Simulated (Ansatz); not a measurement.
Abridged output of a molecular run in Ansatz:

```
Functional definition: HF
1043 factors; integrals over basis functions are off by at most 7.6e-4 eV
mean field evaluation 1: about -19627.4435 eV, gradient 6.8e1 eV
mean field evaluation 2: about -19627.4547 eV, gradient 6.8e1 eV
mean field evaluation 4: about -19636.6345 eV, gradient 1.0e1 eV
mean field evaluation 8: about -19636.8783 eV, gradient 2.1e-1 eV
mean field evaluation 16: about -19636.8384 eV, gradient 3.3e0 eV
mean field -19636.87866664 eV, -721.6419806448 hartree, gradient 3.2e-6 eV, S^2 0.000000; 0 other end points of the search recorded, 0 dependent functions left out
8 core orbitals not correlated: weight in the atoms' cores, before any rotation towards them, 1.000 or more for the frozen orbitals, at most 0.000 for the correlated occupied ones
reference -19636.87866664 eV, -721.6419806448 hartree; 20, 20 occupied and 78, 78 virtual orbitals, 1043 factors
second order -27.85363949 eV of doubles, -0.00000000 eV of singles
cycle   1  -26.26650128 eV  change     1.6e0 eV  update   2.3e-1
cycle   2  -27.31297875 eV  change    -1.0e0 eV  update   1.2e-1
cycle   3  -27.57417431 eV  change   -2.6e-1 eV  update   3.5e-2
cycle   4  -27.58615720 eV  change   -1.2e-2 eV  update   1.3e-2
cycle   5  -27.57400512 eV  change    1.2e-2 eV  update   4.5e-3
cycle   6  -27.57552195 eV  change   -1.5e-3 eV  update   2.2e-3
cycle   7  -27.57533916 eV  change    1.8e-4 eV  update   1.1e-3
cycle   8  -27.57497531 eV  change    3.6e-4 eV  update   4.5e-4
cycle   9  -27.57514019 eV  change   -1.6e-4 eV  update   2.0e-4
cycle  10  -27.57523519 eV  change   -9.5e-5 eV  update   1.0e-4
cycle  11  -27.57509226 eV  change    1.4e-4 eV  update   4.1e-5
cycle  12  -27.57508969 eV  change    2.6e-6 eV  update   1.8e-5
perturbative correction -1.14563490 eV, -0.0421013059 hartree
Total energy: -19665.59939123 eV, -722.6974478058 hartree
```

Its atoms:

```xyz
8

N    -0.9709    0.7242    1.3107
Nb   -0.0827   -0.1734    0.1205
O    -0.8317    0.2917   -1.5664
O     1.7355    0.3614    0.2968
Cl   -0.2863   -2.4514    0.4859
H    -1.4891    1.2386    2.0058
H    -0.5472   -0.0368   -2.4223
H     2.4725    0.0457   -0.2310
```

Question: Which basis set was used?
A. def2-SVP
B. def2-TZVPP
C. def2-SVPD
D. cc-pV(T+d)Z

Answer: A. It gives 106 functions.

Question: Write the keys of the input that set method, charge and spin (a neutral closed shell needs none for the last two).

Answer: 
```yaml
correlation: {method: ccsd_t}
```
